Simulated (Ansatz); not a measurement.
C$_{2}$H$_{7}$B$_{2}$N, SMILES `B/C=C(/B)N`, relaxed with RKS PBE0-D4/def2-TZVP in Ansatz 0.2.0 from a PBE-D4/def2-SVP geometry. The force threshold is 0.005 eV/Å; the program also tests the step.

Charge 0, multiplicity 1.

Start:

```xyz
12

B     0.782    0.019   -1.875
C    -0.144    0.540   -0.787
C    -0.376   -0.108    0.442
B    -0.641    0.918    1.574
N    -0.119   -1.414    0.657
H     0.922    0.615   -2.929
H     1.424   -1.013   -1.710
H    -0.634    1.524   -0.883
H     0.007    0.857    2.606
H    -1.430    1.823    1.401
H    -0.063   -1.782    1.606
H     0.271   -1.980   -0.102
```

```json
{"step": "1", "energy (eV)": "-5024.6967", "largest force (eV/Å)": "0.665", "largest move (Å)": "0.000"}
{"step": "2", "energy (eV)": "-5024.7490", "largest force (eV/Å)": "0.288", "largest move (Å)": "0.047"}
{"step": "3", "energy (eV)": "-5024.7510", "largest force (eV/Å)": "0.208", "largest move (Å)": "0.033"}
{"step": "4", "energy (eV)": "-5024.7547", "largest force (eV/Å)": "0.056", "largest move (Å)": "0.024"}
{"step": "5", "energy (eV)": "-5024.7547", "largest force (eV/Å)": "0.080", "largest move (Å)": "0.017"}
{"step": "6", "energy (eV)": "-5024.7551", "largest force (eV/Å)": "0.047", "largest move (Å)": "0.008"}
{"step": "7", "energy (eV)": "-5024.7554", "largest force (eV/Å)": "0.081", "largest move (Å)": "0.043"}
{"step": "8", "energy (eV)": "-5024.7560", "largest force (eV/Å)": "0.042", "largest move (Å)": "0.017"}
{"step": "9", "energy (eV)": "-5024.7564", "largest force (eV/Å)": "0.015", "largest move (Å)": "0.034"}
{"step": "10", "energy (eV)": "-5024.7568", "largest force (eV/Å)": "0.038", "largest move (Å)": "0.047"}
{"step": "11 (rejected)", "energy (eV)": "-5024.7563", "largest force (eV/Å)": "0.093", "largest move (Å)": "0.071"}
{"step": "12", "energy (eV)": "-5024.7572", "largest force (eV/Å)": "0.010", "largest move (Å)": "0.034"}
{"step": "13", "energy (eV)": "-5024.7573", "largest force (eV/Å)": "0.030", "largest move (Å)": "0.055"}
{"step": "14 (rejected)", "energy (eV)": "-5024.7572", "largest force (eV/Å)": "0.038", "largest move (Å)": "0.023"}
{"step": "15", "energy (eV)": "-5024.7574", "largest force (eV/Å)": "0.013", "largest move (Å)": "0.005"}
{"step": "16 (rejected)", "energy (eV)": "-5024.7573", "largest force (eV/Å)": "0.018", "largest move (Å)": "0.004"}
{"step": "17", "energy (eV)": "-5024.7574", "largest force (eV/Å)": "0.006", "largest move (Å)": "0.002"}
{"step": "18 (rejected)", "energy (eV)": "-5024.7573", "largest force (eV/Å)": "0.008", "largest move (Å)": "0.009"}
{"step": "19", "energy (eV)": "-5024.7574", "largest force (eV/Å)": "0.002", "largest move (Å)": "0.004"}
```

End:

```xyz
12

B     0.739   -0.016   -1.912
C    -0.092    0.559   -0.789
C    -0.311   -0.058    0.431
B    -0.682    0.894    1.594
N    -0.059   -1.358    0.666
H     0.873    0.568   -2.948
H     1.306   -1.071   -1.787
H    -0.517    1.555   -0.869
H    -0.220    0.711    2.684
H    -1.380    1.837    1.385
H     0.000   -1.696    1.609
H     0.343   -1.926   -0.063
```

Run time 52 s (4 threads of an Arm Neoverse V1 on a shared host); peak host memory 0.45 GiB.
